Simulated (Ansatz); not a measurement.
## Relative stability

Two relaxed structures of GeH3SO (charge -1), singlet (PBE0-D4/def2-TZVPD; forces vanish, vibrations not checked).

A:

```
atom    x (Å)    y (Å)    z (Å)
  S1   0.6381  -2.1028   1.4049
  O2   0.9596  -0.8939   0.1169
 Ge3  -0.0346   0.7646  -0.4588
  H4  -1.2649  -0.0747  -1.0270
  H5   1.8711  -0.6308   0.2565
  H6  -0.7427   1.0165   0.9490
```

B:

```
atom    x (Å)    y (Å)    z (Å)
  S1   1.2741  -1.1085   0.3665
  O2   0.5098  -2.1324   1.2620
 Ge3  -0.1580   0.4680  -0.2638
  H4  -1.3906  -0.0230  -1.0959
  H5   0.5847   1.5053  -1.1619
  H6  -0.8199   1.2906   0.8931
```

Ansatz 0.2.0; basis: def2-TZVPPD; cores frozen in the correlated methods. Filled d shells of the heavier atoms are correlated. The def2 sets are not built for correlating such inner shells, so the correlated values are less sure here. B3LYP uses VWN-RPA correlation.

(1) Which structure is lower at CCSD(T), and by how much? (Judge from chemistry; the value comes from the calculation.)

T1 diagnostic: at most 0.018.

Answers

(1) The calculation gives: B, by 51.4 kJ/mol (electronic energy, against the other). By their contacts, A is GeH₃SO ([S][OH][GeH2]), total charge -1 and B is GeH₃SO ([O][S][GeH3]), total charge -1.

All methods give the same order:

```
   method  E(B) − E(A) (kJ/mol)
   PBE-D4                 -76.7
r2SCAN-D4                 -79.9
  PBE0-D4                 -70.2
 B3LYP-D4                 -51.9
  wB97M-V                 -41.2
       HF                 -26.7
      MP2                 -69.5
     CCSD                 -44.2
  CCSD(T)                 -51.4
```

Labels in which every atom is bracketed show which atoms are joined, not bond orders.

For scale, one of the runs: CCSD(T)/def2-TZVPPD, 196 basis functions, launched by `ansatz run in.yaml --threads 2 --pin off --events-out ev --progress --plain --max-ram 4352MiB`. Time: 110 s of wall clock on 2 CPU threads of an Arm Neoverse V1; the host was shared. Peak host memory: 2.2 GiB.
